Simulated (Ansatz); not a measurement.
`C=C=C[CH2][GeH3]` + `O[SiH](O)O` → `O[SiH](O)[O][GeH3]` + `C=C=CC`  (ligand exchange at a Ge–C bond)

Gas-phase electronic energies from Ansatz, PBE0-D4/def2-TZVP geometries. CCSD(T)/CBS is the MP2 limit (def2-TZVPP, def2-QZVPP) plus CCSD(T) − MP2 in def2-TZVPP, frozen cores. For Ge outer-core shells are correlated without core-valence functions, which leaves a few kJ/mol of doubt a bond. Scalar relativity is left out up to krypton. One conformer a species, not always the lowest.

`C=C=C[CH2][GeH3]`:

```xyz
13

C    -0.110   -0.951   -2.638
C     0.374   -0.603   -1.482
C     0.854   -0.248   -0.324
C     0.381    0.920    0.478
Ge   -0.666    0.337    2.043
H    -0.956   -1.627   -2.716
H     0.317   -0.580   -3.565
H     1.642   -0.862    0.109
H    -0.247    1.579   -0.123
H     1.228    1.505    0.846
H    -1.037    1.546    2.921
H     0.168   -0.651    2.880
H    -1.949   -0.366    1.570
```

`O[SiH](O)O`:

Cartesian coordinates in Å:
```
O 1.436 0.684 0.403
Si 0.045 0.187 -0.285
O -1.245 0.167 0.730
O 0.218 -1.361 -0.777
H 1.865 0.088 1.020
H -0.180 1.136 -1.392
H -1.570 1.006 1.058
H -0.569 -1.908 -0.758
```

`O[SiH](O)[O][GeH3]`:

Z-matrix (Å, degrees):
```
Si
O 1 1.637
O 1 1.627 2 107.4
O 1 1.634 2 108.4 3 123.0
H 1 1.476 2 112.6 3 -121.2
H 2 0.958 1 116.4 3 24.0
Ge 3 1.780 1 133.5 2 168.5
H 4 0.959 1 117.3 2 -37.6
H 7 1.537 3 108.8 1 40.2
H 7 1.536 3 108.0 1 -80.7
H 7 1.533 3 105.4 1 160.0
```

`C=C=CC`:

```xyz
10

C     1.005    0.845    1.636
C     0.634    0.410    0.468
C     0.259   -0.027   -0.699
C    -1.040   -0.719   -0.977
H     0.770    1.853    1.963
H     1.565    0.216    2.321
H     0.937    0.119   -1.538
H    -1.622   -0.166   -1.721
H    -1.639   -0.812   -0.071
H    -0.867   -1.720   -1.382
```

```
             species  CCSD/CBS(def2) energy (Eh)
  `C=C=C[CH2][GeH3]`                 -2233.02253
        `O[SiH](O)O`                  -517.14274
`O[SiH](O)[O][GeH3]`                 -2594.45880
            `C=C=CC`                  -155.72606
```

Problem. Work out ΔE.

Solution. ΔE = (-2594.45880) + (-155.72606) − (-2233.02253) − (-517.14274) = -0.01959 Eh = -0.53 eV. CCSD(T)/CBS gives -0.51 eV.

Largest T1 diagnostic among the species: 0.012.

In def2-TZVPP, CCSD(T) changes the Hartree–Fock value by +0.23 eV (the triples alone add +0.02 eV) and MP2 by +0.26 eV.
